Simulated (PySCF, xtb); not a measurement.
CCl, SMILES [C]Cl (connectivity only; charge and spin as stated), neutral, multiplicity 2.

Harmonic wavenumbers (cm⁻¹) from GFN2-xTB (xtb) at its own minimum, in rising order: 986.

Task: What does PBE0-D3(BJ)/def2-TZVPD in PySCF 2.14.0 give at its own minimum? (An estimate is asked for; the answer gives what the named calculation found.)

Result: 889. Paired by order, the mean absolute difference is 97 cm⁻¹ and the zero-point energies are 1.4 and 1.3 kcal/mol.
